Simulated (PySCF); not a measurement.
Coordinates in bohr (charge 0 multiplicity 1):
```
Hg    0.0000    0.0000    0.0000
I     0.0000    0.0000    4.9786
I     0.0000    0.0000   -4.9786
```

These are results of PySCF, PBE, basis Hg def2-SVP with ECP60, I def2-SVP with ECP28 (scalar-relativistic core potentials, no spin–orbit coupling, density fitting), not measurements.

This geometry of HgI₂ is a stationary point at this level.

(1) What is the point group?

(2) Is it a minimum?

(3) Give the ideal-gas entropy at 298.15 K and 1 bar by parts.

(4) What is the atomisation energy, with and without zero-point energy?

## Answers

(1) D∞h.

(2) Yes: all harmonic wavenumbers are real, though the softest, 53 cm⁻¹, leaves little margin.

(3) translation 185.2, rotation 85.6, vibration 59.2, spin 0.0; total 330.0 J/(mol K).

(4) 301 kJ/mol without, 298 kJ/mol with.

With an element this heavy the missing spin–orbit coupling can shift these numbers.
